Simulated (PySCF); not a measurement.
Compound: C3H7FOSi.
Geometry (PBE0-D3(BJ)/def2-SVP, Å), atoms numbered from 1 in this order:
```
atom  x, y, z in Å
O1    -0.7075    1.7537    0.7540
C2    -1.4877    0.8861    0.4698
C3    -1.0643   -0.5363    0.1750
F4    -2.1239   -1.1735   -0.4306
C5     0.1876   -0.6283   -0.6663
Si6    1.7351    0.2477    0.0176
H7    -2.5923    1.0611    0.4223
H8    -0.9004   -1.0222    1.1579
H9    -0.0262   -0.2315   -1.6733
H10    0.4392   -1.6931   -0.7937
H11    1.8470    1.6641   -0.4239
H12    2.9140   -0.4978   -0.5278
H13    1.7793    0.1494    1.5070
```

Method: PBE0-D3(BJ)/def2-SVP geometry optimisation, gas phase in PySCF.

Masses are those of the commonest isotopes; rigid-rotor values at the optimised geometry. The values belong to one conformer with, in the numbering `[O:1]=[CH:2][C@@H:3]([F:4])[CH2:5][SiH3:6]`, O1–C2–C3–F4 -165°, C2–C3–C5–Si6 57°.

Give the principal moments of inertia and the rotational constants in MHz.

Ia = 123.76, Ib = 250.77, Ic = 355.09 u·Å²; 505379 MHz·u·Å²/I gives A = 4084, B = 2015, C = 1423 MHz.

Classify the top.

An asymmetric top; Ray's κ = -0.555.

Is it planar, by Δ = Ic − Ia − Ib?

Not planar: Δ = Ic − Ia − Ib = -19.44 u·Å². For a rigid frame Δ = −2 Σ m c², so Σ m c² = 9.72 u·Å² lies off the ab plane: 7.08 from hydrogen and 2.64 from heavier atoms. The atom farthest from that plane is 1.45 Å away.

Give the other two planar moments, Paa and Pbb, and the rms extents of the mass along the axes.

Paa = Σ m a² = (Ib + Ic − Ia)/2 = 241.05 and Pbb = Σ m b² = (Ia + Ic − Ib)/2 = 114.04 u·Å². With the mass M = 106.03 u, the rms extents √(P/M) along a, b and c are 1.51, 1.04, 0.30 Å.

Predict some low-J microwave lines.

The dipole components are |μa| = 0.75 D, |μb| = 0.86 D, |μc| = 0.35 D. Intensities carry the squares of the components, which stand as 0.76 : 1.00 : 0.17 (a : b : c). Some of the stronger lines:

```
type  branch         J(Ka,Kc)    MHz  lower level (cm⁻¹)
   c       Q  5(1,5) ← 5(0,5)    316               1.620
   a       Q  5(3,2) ← 5(3,3)    343               2.447
   c       Q  4(1,4) ← 4(0,4)    608               1.098
   b       R  5(3,2) ← 4(4,1)   1411               2.412
   c       Q  4(2,3) ← 4(1,3)   4385               1.313
   b       R  1(1,1) ← 0(0,0)   5507               0.000
   b       Q  3(2,1) ← 3(1,2)   5920               0.824
   c       Q  2(2,1) ← 2(1,1)   6205               0.453
   a       Q  5(1,4) ← 5(1,5)   8539               1.631
   b       Q  5(1,4) ← 5(0,5)   8855               1.620
   a       R  3(1,3) ← 2(1,2)   9364               0.393
   a       R  4(1,4) ← 3(1,3)  12384               0.706
   a       R  4(3,2) ← 3(3,1)  13941               1.400
   b       R  2(2,0) ← 1(1,1)  14376               0.184
   b       R  5(1,5) ← 4(0,4)  15955               1.098
   a       R  5(4,1) ← 4(4,0)  17447               2.412
   a       R  5(3,3) ← 4(3,2)  17455               1.865
   a       R  5(3,2) ← 4(3,1)  17708               1.868
   c       R  3(2,2) ← 2(1,2)  18297               0.393
   c       R  4(1,3) ← 3(0,3)  19267               0.671
   b       R  5(2,4) ← 4(1,3)  21334               1.313
   b       R  4(2,2) ← 3(1,3)  24053               0.706
   c       R  4(3,2) ← 3(2,2)  25825               1.004
   c       R  4(4,1) ← 3(3,1)  30327               1.400
   c       R  5(4,1) ← 4(3,1)  33745               1.868
   c       R  5(4,2) ← 4(3,2)  33823               1.865
   b       R  5(5,1) ← 4(4,0)  38488               2.412
   c       R  5(5,0) ← 4(4,0)  38488               2.412
```

Whether it is a minimum is left open (no frequencies). Zero-point vibration and centrifugal distortion are left out. A rigid rotor knows nothing of internal rotation, which can split or shift real lines.
